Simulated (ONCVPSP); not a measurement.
## Potentials for zirconium (Zr) compared

Generated with ld1.x 7.5 (TM, RRKJ, ultrasoft, PAW), atompaw 4.2 or ONCVPSP 4.0.1. The cutoff is in Ry: for ld1.x and atompaw files where the sum of valence levels is converged to 10 mRy in a Bessel basis, for ONCV files where the hardest occupied wave has 1 mHa per electron of residual kinetic energy. The error is the largest all-electron minus pseudo excitation energy over each file’s own four to seven test configurations (ionisations up to +4, promotions, holes and added fractions of an electron), all of which were solved. The labels leave out finer settings (local radius, basis sizes, second energies), which also bear on the numbers. Spin-polarised tests are not counted. The rows are a selection from randomly drawn settings: files with unsolved tests, undetermined cutoffs or missed reference levels are left out.

| potential | cutoff (Ry) | largest error (meV) | bound ghosts |
| --- | --- | --- | --- |
| ONCV, LDA (Perdew-Wang 92), scalar-relativistic, rc 2.00/2.10/2.65 (spd), local smoothed, core correction no, reference 4s2 4p6 4d2 5s2, qcut 6.3/5.6/4.8, projectors 2/2/2 | 25 | +28 | none |
| ONCV, PBE, fully relativistic, rc 2.05/2.00/1.70 (spd), local smoothed, core correction yes, reference 4s2 4p6 4d2 5s1, qcut 7.1/7/5, projectors 2/2/2 | 29 | -5.9 | none |
| ONCV, PBEsol, scalar-relativistic, rc 2.00/1.90/1.95 (spd), local smoothed, core correction yes, reference 4s2 4p6 4d2, qcut 6.6/7.2/4.4, projectors 2/2/2 | 56 | +12 | none |
| ONCV, LDA (Perdew-Wang 92), scalar-relativistic, rc 1.95/2.15/2.25 (spd), local smoothed, core correction yes, reference 4s2 4p6 4d2 5s1, qcut 6.2/7.1/6.8, projectors 2/3/3 | 28 | -3.4 | none |
| ONCV, PBEsol, scalar-relativistic, rc 1.75/2.35/2.15 (spd), local smoothed, core correction yes, reference 4s2 4p6 4d2 5s1.5 5p0.5, qcut 5.8/6.2/6.3, projectors 2/2/2 | 28 | -109 | none |

Task: Fill in the row for Zr: ONCV, PBE, fully relativistic, rc 2.05/2.20/2.94 (spd), local smoothed, core correction no, reference 4s2 4p6 4d2 5s2, qcut 6.4/6.5/7.7, projectors 2/2/3.

Result: cutoff 26 Ry, largest error +11 meV, bound ghosts: none.

Task: Fill in the row for Zr: ONCV, LDA (Perdew-Zunger), scalar-relativistic, rc 3.05/3.05/2.40 (spd), local smoothed, core correction yes, reference 4d2 5s1.5, qcut 1.8/2.8/7.9, projectors 2/2/2.

Result: cutoff 30 Ry, largest error -177 meV, bound ghosts: none.

Task: Fill in the row for Zr: ONCV, PBE, fully relativistic, rc 2.05/2.15/2.65 (spd), local smoothed, core correction yes, reference 4s2 4p6 4d2 5s1 5p1, qcut 5.4/7.2/5.8, projectors 2/2/2.

Result: cutoff 22 Ry, largest error -3.4 meV, bound ghosts: none.
